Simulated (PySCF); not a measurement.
MoH5, SMILES [MoH5] (connectivity only; charge and spin as stated), neutral, multiplicity 2.

Geometry: PBE-D3(BJ)/def2-TZVPD. The multiplicity is an assumed one; other spin states were not compared. The def2 effective core potentials stand for the cores of Mo; spin–orbit coupling is left out.

Two levels are set side by side: PBE/def2-TZVPD (PySCF) and M06-2X/def2-TZVPD (PySCF). Same geometry, gas phase. Differences are taken from unrounded values.

```tsv
quantity	PBE
α-spin orbital gap (eV)	1.95
β-spin orbital gap (eV)	3.27
dipole moment (D)	1.23
mean polarisability (bohr³)	53.1
```

Problem. These are the PBE values. What does M06-2X give? (The exact figures need the calculation; the answer reports its results.)

Solution. 
| quantity | M06-2X | PBE minus M06-2X |
|---|---|---|
| α-spin orbital gap (eV) | 6.58 | -4.63 |
| β-spin orbital gap (eV) | 7.84 | -4.56 |
| dipole moment (D) | 1.15 | 0.08 |
| mean polarisability (bohr³) | 52.2 | 0.9 |

Rough cost on one machine, each run with all the roots and properties that it gave: M06-2X against PBE within a factor of 2.
